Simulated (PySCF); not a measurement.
## Spinor energies of Yb³⁺ (ytterbium, charge +3)

Start: [Xe] 4f12 6p1; 4f5/2 filled at m_j = -3/2, -1/2, +1/2, +3/2, +5/2; 4f7/2 filled at m_j = -5/2, -3/2, -1/2, +1/2, +3/2, +5/2, +7/2; 6p3/2 filled at m_j = +3/2. Calculated with PySCF 2.14 in x2c-SVPall-2c with one added diffuse shell each of s, p, d, f type (8s11p10d4f1g, 128 functions): generalised Hartree-Fock with the X2C-1e Hamiltonian and a Gaussian nucleus; spin-orbit coupling (SO) screened by Boettger's factors. This is a chosen level, not necessarily the ground level.

```tsv
spinor shell	electrons	ε, screened SO (eV)	weight of nominal j (screened SO)	rms radius, screened SO (bohr)
1s1/2	2	-61677.7	1.000	0.0223
2s1/2	2	-10622.0	1.000	0.0901
2p1/2	2	-10115.0	1.000	0.0768
2p3/2	4	-9062.0	1.000	0.0838
3s1/2	2	-2490.7	1.000	0.231
3p1/2	2	-2267.2	1.000	0.222
3p3/2	4	-2038.9	1.000	0.237
3d3/2	4	-1662.7	1.000	0.210
3d5/2	6	-1612.4	1.000	0.214
4s1/2	2	-558.58	1.000	0.518
4p1/2	2	-467.23	0.998	0.529
4p3/2	4	-413.51	0.999	0.561
4d3/2	4	-263.07	0.982	0.594
4d5/2	6	-249.96	0.988	0.605
5s1/2	2	-108.11	1.000	1.27
5p1/2	2	-78.798	0.994	1.38
5p3/2	4	-70.912	0.997	1.47
4f7/2	7	-63.006	0.801	0.768
4f5/2	5	-64.481	0.904	0.759
6p3/2	1	-22.472	1.000	4.03
```

```json
{"quantity": "E (hartree)", "screened SO": "-14059.74289"}
{"quantity": "M_J", "screened SO": "15/2"}
{"quantity": "⟨J²⟩", "screened SO": "63.757"}
{"quantity": "⟨L²⟩", "screened SO": "42.214"}
{"quantity": "⟨S²⟩", "screened SO": "3.823"}
```

Each row is a mean over spinors that exchange with the open shell spreads, by up to 14.466 eV (4d5/2).

Rows whose weight is well below 1 are mixtures of j = l ± 1/2: exchange outweighs spin-orbit coupling there, and the label is only the starting occupation.

Breit and QED terms are absent; they matter most for the inner s and p1/2 levels.

Densities and radii are taken from the X2C orbitals without a picture-change correction, which distorts them close to the nucleus.
